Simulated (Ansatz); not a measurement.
Cost and result for the atomization energy of Cl2GeH4OSi, SMILES `O[SiH](Cl)[GeH2][Cl]` (9 atoms, 8 bonds).

```xyz
9

O    -0.032   -0.287    1.966
Si   -0.667   -0.746    0.536
Cl   -0.034   -2.617   -0.034
Ge    0.135    0.783   -1.116
Cl    2.071    1.303   -0.253
H     0.866    0.058    1.942
H    -2.133   -0.803    0.705
H     0.428    0.201   -2.505
H    -0.635    2.108   -1.239
```

Charge 0, multiplicity 1. Correlated methods include outer-core shells of Ge, which these sets cover unevenly. Scalar relativity is left out up to krypton. The structure was optimised at the PBE0-D4/def2-TZVP level. It is one conformer, not always the lowest. Program: Ansatz. All runs use 4 threads of an Intel Xeon Platinum 8488C on a shared host. Times are those of one run each, without the atoms' runs, and a repeat can differ threefold. Electronic energies, without spin–orbit coupling; frozen cores. CCSD(T)/CBS adds CCSD(T) − MP2 in def2-TZVPP to the MP2 limit, and its time is that of the two runs behind it. T1 = 0.011. With those shells the extrapolation isn't a true limit.

CCSD(T)/CBS is a level of theory with its own doubt, some kJ/mol a heavy atom from the limit and from the frozen cores, so smaller differences don't rank the functionals.

| level | functions | wall time | atomization (kJ/mol) | difference from CCSD(T)/CBS | per bond |
| --- | --- | --- | --- | --- | --- |
| BLYP-D4/def2-TZVPP | 261 | 1.5 s | 2783.7 | -66.3 | -8.3 |
| revPBE-D4/def2-TZVPP | 261 | 1.5 s | 2773.8 | -76.2 | -9.5 |
| r2SCAN-D4/def2-TZVPP (with forces) | 261 | 3 s | 2849.4 | -0.6 | -0.1 |
| CAM-B3LYP-D4/def2-TZVPP | 261 | 3.3 s | 2816.0 | -34.0 | -4.2 |
| r2SCANh-D4/def2-TZVPP | 261 | 3.8 s | 2829.4 | -20.6 | -2.6 |
| B2PLYP/def2-TZVPP | 261 | 3.9 s | 2776.4 | -73.6 | -9.2 |
| CCSD(T)/def2-SVP | 120 | 4.3 s | 2582.1 | -267.9 | -33.5 |
| PBE-QIDH/def2-TZVPP | 261 | 4.5 s | 2809.5 | -40.5 | -5.1 |
| B97M-V/def2-TZVPP | 261 | 4.5 s | 2869.4 | 19.4 | 2.4 |
| ωB97X-V/def2-TZVPP | 261 | 5.5 s | 2855.3 | 5.3 | 0.7 |
| MP2/def2-QZVPP | 476 | 17 s | 2869.5 | 19.5 | 2.4 |
| CCSD(T)/def2-TZVPP | 261 | 120 s | 2763.5 | -86.5 | -10.8 |
| CCSD(T)/CBS(def2) | – | 2.2 min | 2850.0 | 0.0 | 0.0 |

The D4 term adds +45.0 kJ/mol with B3LYP and +23.8 kJ/mol with PBE0; it sums over pairs of atoms, weighted by their polarisabilities, and B3LYP, whose exchange is more repulsive, gets the larger term. From BLYP to BHLYP (50 % exact exchange), in def2-TZVPP and without D4, the atomization energy moves by −26.5 kJ/mol: exact exchange takes away binding that semilocal exchange gives to molecules. Leaving LDA and LC-ωPBE aside and taking each functional with its dispersion term where it has one, the values, not all of them listed here, spread over 131.2 kJ/mol, from BHLYP-D4 to B97M-V. LDA lies +415.1 kJ/mol from PBE without D4, its usual overbinding.

B3LYP here is the variant with VWN-RPA as its local correlation; programs differ in this.

For some Ge, Se and Sn compounds the MP2-based and the directly extrapolated limit differ by 10 to 25 kJ/mol.
